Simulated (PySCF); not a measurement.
Species: C6H10Se.
Numbering: `[CH2:1]=[C:2]([Se:3][CH3:4])[CH:5]1[CH2:6][CH2:7]1` (hydrogens: H8, H9 on C1; H10, H11, H12 on C4; H13 on C5; H14, H15 on C6; H16, H17 on C7)

Computed with PySCF at CAM-B3LYP/def2-SVPD, non-relativistic, on one gas-phase PBE0-D3(BJ)/def2-SVP geometry that isn't relaxed in the solvent. The solvent is an IEF-PCM continuum (Bondi radii, 1.10 Å for H, scaled by 1.2), and excitations are vertical TDDFT with non-equilibrium linear response and a frozen core. The model holds no explicit solvent molecules, cavitation or dispersion. Spin–orbit coupling is left out although an atom past zinc is present.

Gas-phase singlets (H = HOMO, L = LUMO):

| state | E (eV) | λ (nm) | f | leading configurations |
| --- | --- | --- | --- | --- |
| S1 | 4.830 | 257 | 0.001 | H→L 74% |
| S2 | 5.565 | 223 | 0.156 | H→L+1 62%, H→L+2 32% |
| S3 | 5.637 | 220 | 0.044 | H→L+2 60%, H→L+1 26% |
| S4 | 5.924 | 209 | 0.005 | H→L+5 43%, H→L+3 25%, H→L 15% |
| S5 | 6.350 | 195 | 0.021 | H→L+3 55%, H→L+5 18%, H→L+6 12% |

Question: What are the lowest 5 singlets in tetrahydrofuran (ε = 7.426)?

Answer: 
```json
{"state": "S1", "E (eV)": "4.935", "λ (nm)": "251", "f": "0.003", "leading configurations": "H→L 74%", "change by rank (eV)": "+0.105"}
{"state": "S2", "E (eV)": "5.500", "λ (nm)": "225", "f": "0.266", "leading configurations": "H→L+1 91%", "change by rank (eV)": "-0.065"}
{"state": "S3", "E (eV)": "5.698", "λ (nm)": "218", "f": "0.022", "leading configurations": "H→L+2 75%", "change by rank (eV)": "+0.061"}
{"state": "S4", "E (eV)": "5.930", "λ (nm)": "209", "f": "0.009", "leading configurations": "H→L+3 38%, H→L+5 32%, H→L 12%", "change by rank (eV)": "+0.006"}
{"state": "S5", "E (eV)": "6.507", "λ (nm)": "191", "f": "0.033", "leading configurations": "H→L+3 37%, H→L+5 35%, H→L+6 10%", "change by rank (eV)": "+0.157"}
```

Question: Give the list for methanol (ε = 32.61), n² = 1.77.

Answer: 
| state | E (eV) | λ (nm) | f | leading configurations | change by rank (eV) |
| --- | --- | --- | --- | --- | --- |
| S1 | 4.965 | 250 | 0.003 | H→L 73% | +0.135 |
| S2 | 5.523 | 224 | 0.254 | H→L+1 93% | -0.042 |
| S3 | 5.718 | 217 | 0.022 | H→L+2 75% | +0.081 |
| S4 | 5.937 | 209 | 0.009 | H→L+3 42%, H→L+5 28%, H→L 11% | +0.013 |
| S5 | 6.546 | 189 | 0.033 | H→L+5 40%, H→L+3 32%, H→L+6 9% | +0.196 |

Question: The ground-state energy changes by -0.153 eV from gas to methanol. By how much does the total energy of gas-phase S1 change?

Answer: E(S1) = E(S0) + excitation energy, so it changes by -0.153 + 0.135 = -0.018 eV: it is lowered less than the ground state, which is what a blue shift means. This is the vertical state, with the slow part of the continuum still set for S0.

Question: How do the frontier levels move from gas to methanol?

Answer: 
```csv
orbital,gas (eV),solvent (eV),change (eV),"Löwdin shares, gas","Löwdin shares, solvent"
LUMO+2,1.26,1.25,-0.01,"Se3 32 %, C2 22 %, C1 18 %, H9 5 %","Se3 66 %, H15 4 %, C4 4 %"
LUMO+1,1.23,1.19,-0.04,"Se3 56 %, C2 10 %, C1 7 %","Se3 27 %, C2 26 %, C1 22 %, H9 5 %"
LUMO,0.89,0.99,+0.10,"Se3 55 %, C4 11 %, H11 8 %, H12 6 %","Se3 58 %, C4 9 %, H11 6 %, C2 6 %"
HOMO,-7.17,-7.26,-0.09,"Se3 50 %, C1 18 %, C2 15 %, C4 6 %","Se3 49 %, C1 19 %, C2 15 %, C4 6 %"
HOMO-1,-8.83,-8.85,-0.02,"Se3 19 %, C5 17 %, C2 17 %, C1 14 %","Se3 19 %, C5 18 %, C2 16 %, C1 13 %"
HOMO-2,-9.96,-9.94,+0.02,"Se3 37 %, C2 11 %, C6 10 %, C7 10 %","Se3 29 %, C6 15 %, C7 14 %, C2 10 %"
HOMO-3,-10.15,-10.12,+0.03,"C6 24 %, C7 22 %, Se3 15 %, C5 10 %","Se3 22 %, C6 20 %, C7 18 %, C5 9 %"
```

The HOMO–LUMO gap goes from 8.07 to 8.26 eV. Rows go by rank; for LUMO, LUMO+1 and LUMO+2 the atom shares or the degeneracy differ between the runs, so the row needn't follow one orbital.

The values belong to the conformer `[CH2:1]=[C:2]([Se:3][CH3:4])[CH:5]1[CH2:6][CH2:7]1`: C1–C2–Se3–C4 -6°, C1–C2–C5–C6 -148°.
